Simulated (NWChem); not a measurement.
System: CaH2S2; SMILES [SH][Ca][SH]

NWChem printed, in part:

```
             Northwest Computational Chemistry Package (NWChem) 7.3.0
             --------------------------------------------------------

 C2  symmetry detected

                             Geometry "geometry" -> ""
                             -------------------------

 Output coordinates in angstroms (scale by  1.889725989 to convert to a.u.)

  No.       Tag          Charge          X              Y              Z
 ---- ---------------- ---------- -------------- -------------- --------------
    1 Ca                  20.0000     0.00000000     0.00000000     0.30738365
    2 S                   16.0000     2.54852382    -0.02803936    -0.12301032
    3 H                    1.0000     2.51403965     0.90171691    -1.10567136
    4 S                   16.0000    -2.54852382     0.02803936    -0.12301032
    5 H                    1.0000    -2.51403965    -0.90171691    -1.10567136

 Effective nuclear repulsion energy (a.u.)     180.4584532858

      Symmetry information
      --------------------

 Group name             C2
 Group number              4
 Group order               2
 No. of unique centers     3

                                 NWChem DFT Module
                                 -----------------

 Summary of "ao basis" -> "ao basis" (spherical)
 ------------------------------------------------------------------------------
       Tag                 Description            Shells   Functions and Types
 ---------------- ------------------------------  ------  ---------------------
 Ca                         6-31+g*                 12       26   6s5p1d
 S                          6-31+g*                 10       22   5s4p1d
 H                          6-31+g*                  2        2   2s

      Symmetry analysis of basis
      --------------------------

        a          38
        b          36

            General Information
            -------------------
          SCF calculation type: DFT
          Wavefunction type:  closed shell.
          No. of atoms     :     5
          No. of electrons :    54
           Alpha electrons :    27
            Beta electrons :    27
          Charge           :     0
          Spin multiplicity:     1
          Use of symmetry is: off; symmetry adaption is: on
          Maximum number of iterations: 150
          AO basis - number of functions:    74
                     number of shells:    36
          Convergence on energy requested:  1.00D-06
          Convergence on density requested:  1.00D-05
          Convergence on gradient requested:  5.00D-04

              XC Information
              --------------
                        BHLYP Method XC Functional
                     Hartree-Fock (Exact) Exchange  0.500
                        Slater Exchange Functional  0.500 local
                    Becke 1988 Exchange Functional  0.500 non-local
              Lee-Yang-Parr Correlation Functional  1.000

             Grid Information
             ----------------
          Grid used for XC integration:  medium
          Radial quadrature: Mura-Knowles
          Angular quadrature: Lebedev.
          Tag              B.-S. Rad. Rad. Pts. Rad. Cut. Ang. Pts.
          ---              ---------- --------- --------- ---------
          Ca                  1.80      112          19.0       590
          S                   1.00       88          16.0       590
          H                   0.35       45          15.0       434
          Grid pruning is: on
          Number of quadrature shells:   378
          Spatial weights used:  Erf1

      Superposition of Atomic Density Guess
      -------------------------------------

 Sum of atomic energies:       -1472.61690762

      Non-variational initial energy
      ------------------------------

 Total energy =   -1472.999981
 1-e energy   =   -2385.734470
 2-e energy   =     732.276036
 HOMO         =      -0.336411
 LUMO         =      -0.094525

      Symmetry analysis of molecular orbitals - initial
      -------------------------------------------------

  Numbering of irreducible representations:

     1 a           2 b

  Orbital symmetries:

     1 a           2 b           3 a           4 a           5 b
     6 a           7 b           8 a           9 b          10 a
    11 b          12 a          13 b          14 b          15 a
    16 a          17 b          18 a          19 b          20 a
    21 b          22 a          23 b          24 a          25 b
    26 a          27 b          28 a          29 a          30 b
    31 b          32 a          33 b          34 a          35 b
    36 a          37 b

 !! scf_movecs_sym_adapt:   13 vectors were symmetry contaminated

  Symmetry fudging

   convergence    iter        energy       DeltaE   RMS-Dens  Diis-err
 ---------------- ----- ----------------- --------- --------- ---------
 d= 0,ls=0.0,diis     1  -1475.1102317707 -1.66D+03  1.47D-02  2.81D-01

 !! scf_movecs_sym_adapt:   10 vectors were symmetry contaminated

  Symmetry fudging
 d= 0,ls=0.0,diis     2  -1475.1456086027 -3.54D-02  5.97D-03  1.06D-01

 !! scf_movecs_sym_adapt:    4 vectors were symmetry contaminated

  Symmetry fudging
 d= 0,ls=0.0,diis     3  -1475.1644637282 -1.89D-02  1.01D-03  2.29D-03

 !! scf_movecs_sym_adapt:    2 vectors were symmetry contaminated

  Symmetry fudging
 d= 0,ls=0.0,diis     4  -1475.1649917604 -5.28D-04  2.29D-04  1.20D-04

 !! scf_movecs_sym_adapt:    2 vectors were symmetry contaminated

  Symmetry fudging
 d= 0,ls=0.0,diis     5  -1475.1650247584 -3.30D-05  9.99D-05  4.87D-06

 !! scf_movecs_sym_adapt:    2 vectors were symmetry contaminated

  Symmetry fudging
  Resetting Diis
 d= 0,ls=0.0,diis     6  -1475.1650281056 -3.35D-06  1.46D-05  1.01D-07

 !! scf_movecs_sym_adapt:    2 vectors were symmetry contaminated

  Symmetry fudging
 d= 0,ls=0.0,diis     7  -1475.1650281787 -7.30D-08  3.10D-06  8.18D-09

         Total DFT energy =    -1475.165028178653
      One electron energy =    -2389.513391505111
           Coulomb energy =      822.249736363888
    Exchange-Corr. energy =      -88.359826323270
 Nuclear repulsion energy =      180.458453285840

 Numeric. integr. density =       53.999999687035

                  Occupations of the irreducible representations
                  ----------------------------------------------

                     irrep           alpha         beta
                     --------     --------     --------
                     a                14.0         14.0
                     b                13.0         13.0

                       DFT Final Molecular Orbital Analysis
                       ------------------------------------

[...]

                                NWChem TDDFT Module
                                -------------------

            General Information
            -------------------
           No. of orbitals :     148
            Alpha orbitals :      74
             Beta orbitals :      74
        Alpha frozen cores :       0
         Beta frozen cores :       0
     Alpha frozen virtuals :       0
      Beta frozen virtuals :       0
         Spin multiplicity :       1
    Number of AO functions :      74
        Use of symmetry is : off
      Symmetry adaption is : on
         Schwarz screening :  0.10D-07

              XC Information
              --------------
                 BHLYP Method XC Functional
              Hartree-Fock (Exact) Exchange   0.50
                 Slater Exchange Functional   0.50 local
             Becke 1988 Exchange Functional   0.50 non-local
       Lee-Yang-Parr Correlation Functional   1.00

             TDDFT Information
             -----------------
          Calculation type : Tamm-Dancoff TDDFT
         Wavefunction type : Restricted singlets & triplets
          No. of electrons :      54
           Alpha electrons :      27
            Beta electrons :      27
              No. of roots :       8
          Max subspacesize :    5600
            Max iterations :     100
               Target root :       1
           Target symmetry : none
      Symmetry restriction : off
                 Algorithm : Optimal
        Davidson threshold :  0.10D-03

    8 smallest eigenvalue differences (eV)
--------------------------------------------------------
  No. Spin  Occ  Vir  Irrep   E(Occ)    E(Vir)   E(Diff)
--------------------------------------------------------
    1    1   27   28 b        -0.283    -0.062     6.029
    2    1   26   28 a        -0.284    -0.062     6.046
    3    1   25   28 b        -0.293    -0.062     6.278
    4    1   24   28 a        -0.319    -0.062     6.991
    5    1   27   29 a        -0.283    -0.009     7.457
    6    1   26   29 b        -0.284    -0.009     7.474
    7    1   27   30 b        -0.283    -0.007     7.522
    8    1   26   30 a        -0.284    -0.007     7.538
--------------------------------------------------------

  Entering Davidson iterations
  Restricted singlet excited states

  Iter   NTrls   NConv    DeltaV     DeltaE      Time
  ----  ------  ------  ---------  ---------  ---------
    1      8       0     0.54E-01   0.10+100        6.5
    2     16       0     0.18E-01   0.90E-02        6.5
    3     24       0     0.14E-01   0.17E-02        9.0
    4     32       0     0.13E-01   0.11E-02       12.5
    5     40       0     0.78E-02   0.47E-03       11.9
    6     48       3     0.11E-01   0.26E-03       12.4
    7     53       5     0.78E-02   0.33E-03       10.2
    8     56       6     0.16E-02   0.70E-04        9.0
    9     58       7     0.39E-03   0.34E-05        8.4
   10     59       7     0.10E-03   0.17E-06        7.8
   11     60       8     0.39E-04   0.71E-08        8.0
  ----  ------  ------  ---------  ---------  ---------
  Convergence criterion met

  Ground state a       -1475.165028178653 a.u.

  ----------------------------------------------------------------------------
  Root   1 singlet b              0.139728979 a.u.                3.8022 eV
  ----------------------------------------------------------------------------
     Transition Moments    X  0.05721   Y  0.72317   Z -0.00000
     Dipole Oscillator Strength                    0.0490214539
     Electric Quadrupole                           0.0000000756
     Magnetic Dipole                               0.0000004734
     Total Oscillator Strength                     0.0490220029

     Occ.   25  b   ---  Virt.   28  a       -0.07806
     Occ.   26  a   ---  Virt.   31  b       -0.08485
     Occ.   26  a   ---  Virt.   35  b       -0.09624
     Occ.   27  b   ---  Virt.   28  a       -0.97911
     Occ.   27  b   ---  Virt.   32  a       -0.07889
     Occ.   27  b   ---  Virt.   41  a        0.05645
  ----------------------------------------------------------------------------
  Root   2 singlet a              0.139998039 a.u.                3.8095 eV
  ----------------------------------------------------------------------------
     Transition Moments    X -0.00000   Y -0.00000   Z -0.69287
     Dipole Oscillator Strength                    0.0448056552
     Electric Quadrupole                           0.0000000745
     Magnetic Dipole                               0.0000004143
     Total Oscillator Strength                     0.0448061440

     Occ.   26  a   ---  Virt.   28  a        0.98160
     Occ.   26  a   ---  Virt.   30  a       -0.05335
     Occ.   26  a   ---  Virt.   32  a        0.07994
     Occ.   26  a   ---  Virt.   41  a       -0.05660
     Occ.   27  b   ---  Virt.   31  b        0.08578
     Occ.   27  b   ---  Virt.   35  b        0.09635
  ----------------------------------------------------------------------------
  Root   3 singlet b              0.156321362 a.u.                4.2537 eV
  ----------------------------------------------------------------------------
     Transition Moments    X  1.28075   Y -0.12185   Z -0.00000
     Dipole Oscillator Strength                    0.1724929054
     Electric Quadrupole                           0.0000000120
     Magnetic Dipole                               0.0000000163
     Total Oscillator Strength                     0.1724929336

     Occ.   24  a   ---  Virt.   31  b       -0.08563
     Occ.   24  a   ---  Virt.   35  b       -0.08174
     Occ.   25  b   ---  Virt.   28  a       -0.97135
     Occ.   25  b   ---  Virt.   32  a       -0.05462
     Occ.   26  a   ---  Virt.   29  b       -0.09268
     Occ.   27  b   ---  Virt.   28  a        0.07434
     Occ.   27  b   ---  Virt.   30  a       -0.08054
  ----------------------------------------------------------------------------
  Root   4 singlet a              0.179027970 a.u.                4.8716 eV
  ----------------------------------------------------------------------------
     Transition Moments    X  0.00000   Y  0.00000   Z -0.25347
     Dipole Oscillator Strength                    0.0076682711
     Electric Quadrupole                           0.0000006180
     Magnetic Dipole                               0.0000001074
     Total Oscillator Strength                     0.0076689966

     Occ.   24  a   ---  Virt.   28  a       -0.94844
     Occ.   24  a   ---  Virt.   32  a       -0.05557
     Occ.   25  b   ---  Virt.   31  b       -0.13652
     Occ.   25  b   ---  Virt.   35  b       -0.12968
     Occ.   26  a   ---  Virt.   30  a       -0.11508
     Occ.   27  b   ---  Virt.   29  b       -0.15679
     Occ.   27  b   ---  Virt.   33  b        0.05453
  ----------------------------------------------------------------------------
  Root   5 singlet b              0.201785547 a.u.                5.4909 eV
  ----------------------------------------------------------------------------
     Transition Moments    X  0.08541   Y -0.22863   Z -0.00000
     Dipole Oscillator Strength                    0.0080131676
     Electric Quadrupole                           0.0000000263
     Magnetic Dipole                               0.0000001161
     Total Oscillator Strength                     0.0080133100

     Occ.   26  a   ---  Virt.   29  b        0.71228
     Occ.   26  a   ---  Virt.   33  b       -0.21592
     Occ.   26  a   ---  Virt.   36  b        0.08296
     Occ.   26  a   ---  Virt.   46  b       -0.05341
     Occ.   27  b   ---  Virt.   30  a       -0.60262
     Occ.   27  b   ---  Virt.   34  a        0.22377
     Occ.   27  b   ---  Virt.   38  a       -0.09261
     Occ.   27  b   ---  Virt.   45  a       -0.05068
  ----------------------------------------------------------------------------
  Root   6 singlet a              0.202105130 a.u.                5.4996 eV
  ----------------------------------------------------------------------------
     Transition Moments    X  0.00000   Y -0.00000   Z  0.24615
     Dipole Oscillator Strength                    0.0081638546
     Electric Quadrupole                           0.0000002495
     Magnetic Dipole                               0.0000000800
     Total Oscillator Strength                     0.0081641842

     Occ.   25  b   ---  Virt.   29  b       -0.06299
     Occ.   26  a   ---  Virt.   30  a        0.58877
     Occ.   26  a   ---  Virt.   34  a       -0.21773
     Occ.   26  a   ---  Virt.   38  a        0.08781
     Occ.   27  b   ---  Virt.   29  b       -0.72316
     Occ.   27  b   ---  Virt.   33  b        0.21515
     Occ.   27  b   ---  Virt.   36  b       -0.08329
  ----------------------------------------------------------------------------
  Root   7 singlet b              0.209267208 a.u.                5.6945 eV
  ----------------------------------------------------------------------------
     Transition Moments    X  0.60773   Y  0.35219   Z  0.00000
     Dipole Oscillator Strength                    0.0688316273
     Electric Quadrupole                           0.0000000754
     Magnetic Dipole                               0.0000000774
     Total Oscillator Strength                     0.0688317801

[...]
```

Level: BHandHLYP/6-31+G* (spherical d), TDA. The geometry was optimised at PBE0/def2-SVP.

**Question.** Which NWChem input produces such a log?

**Answer.** Several could match; the one computed here: the input that was run:
```
start job
memory heap 200 mb stack 900 mb global 1100 mb
geometry units angstroms noautoz
  Ca    -0.015073    -0.253046     0.690568
  S     -0.053432    -2.831484     0.514287
  H      0.474244    -2.874059    -0.731108
  S     -0.273754     2.241104     0.063345
  H     -1.483501     2.091671    -0.524404
end
basis spherical
  * library 6-31+g*
end
dft
  xc bhlyp
  iterations 150
end
tddft
  cis
  nroots 8
end
task tddft energy
```
